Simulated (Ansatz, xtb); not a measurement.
Two isomers of C5H11PS

We compare X, `C/C=C/P(C)(C)=S`, a singlet, with Y, `C[C@@H]1CC[P@H](=S)C1`, a singlet. Both are isolated molecules in the gas phase, relaxed with B3LYP/def2-SVP; the shapes shown needn't be the lowest conformers.

X (Å):

```xyz
18

C     2.0036    2.5809   -0.9153
C     1.2807    1.2706   -0.8907
C     0.7228    0.7024    0.1862
C     0.6947   -1.9183    1.3911
C    -1.7935   -0.5570    0.8208
P    -0.1363   -0.9029    0.1022
S    -0.1895   -1.7438   -1.6729
H     1.5226    3.2751   -1.6265
H     3.0391    2.4448   -1.2732
H     2.0369    3.0624    0.0737
H     1.2005    0.7253   -1.8417
H     0.7648    1.1910    1.1693
H     1.7222   -2.1231    1.0581
H     0.7144   -1.4028    2.3645
H     0.1584   -2.8739    1.4861
H    -2.3424   -1.5058    0.9124
H    -2.3388    0.0993    0.1277
H    -1.7158   -0.0738    1.8079
```

Y (Å):

```
atom    x (Å)    y (Å)    z (Å)
   C  -0.6503  -0.5802  -0.2386
   C  -0.2093  -0.9921   1.1727
   C   0.6279   0.0999   1.8833
   C   2.0411   0.1164   1.2720
   C   0.6796  -2.2566   1.1504
   P   2.4129  -1.6504   0.8035
   S   3.2170  -1.9955  -0.9471
   H  -1.2210   0.3622  -0.2159
   H  -1.2952  -1.3535  -0.6853
   H   0.2078  -0.4468  -0.9169
   H  -1.1128  -1.1946   1.7728
   H   0.1464   1.0886   1.8097
   H   0.6935  -0.1408   2.9583
   H   2.8103   0.5130   1.9512
   H   2.0919   0.6944   0.3373
   H   3.1527  -2.1390   1.9218
   H   0.6856  -2.7571   2.1326
   H   0.3879  -2.9923   0.3878
```

**Question.** Which of the two would you expect CCSD(T)/def2-SVP + ΔMP2/def2-TZVPP electronic energies to favour?

**Answer.** Structure Y; the calculation gives E(Y) − E(X) = −16.9 kJ/mol.

How the difference moves with the method:

```csv
level,geometry,E(Y) − E(X) (kJ/mol),departure from the last row (kJ/mol),"job, with rough time for the two"
GFN2-xTB,GFN2-xTB,−102.2,−85.3,"optimisation, 0.32 s"
HF/STO-3G,GFN2-xTB,−139.5,−122.6,"single point, 0.48 s"
r2SCAN-D4/def2-SVP,GFN2-xTB,−27.7,−10.8,"single point, 5.6 s"
B3LYP/def2-SVP,B3LYP/def2-SVP,−12.2,+4.7,"optimisation, 47 s"
HF/def2-SVP,B3LYP/def2-SVP,−4.7,+12.2,part of the CCSD(T) run
MP2/def2-SVP,B3LYP/def2-SVP,−35.1,−18.2,part of the CCSD(T) run
CCSD(T)/def2-SVP,B3LYP/def2-SVP,−29.6,−12.7,single point
CCSD(T)/def2-SVP + ΔMP2/def2-TZVPP,B3LYP/def2-SVP,−16.9,,"single point, 2 min"
```

As drawn, Y has 3 C–C, 1 P–H in place of 1 C=C, 1 C–P, 1 C–H. Structure X has no ring, Y a 5-membered ring.

The levels shown agree on the order. The largest departure from CCSD(T)/def2-SVP + ΔMP2/def2-TZVPP is that of HF/STO-3G, 122.6 kJ/mol. The last row adds to CCSD(T) the change of the MP2 difference between the two basis sets, here +12.7 kJ/mol, a large step that makes the value less sure.

With thermal terms from frequencies at re-optimised GFN2-xTB minima (ideal gas, soft modes damped towards free rotors, one conformer each, 298.15 K, 1 atm): on the last row, ΔE + ΔZPE = −3.5, ΔH = −10.6, ΔG = +4.9 kJ/mol. The free energy reverses the electronic order.

The correlated steps freeze 15 core orbitals. Mirror images aren't counted in ΔG. Programs: Ansatz 0.2.0, xtb 6.7.1; the last row on 4 threads of Arm Neoverse V1 on a shared host.
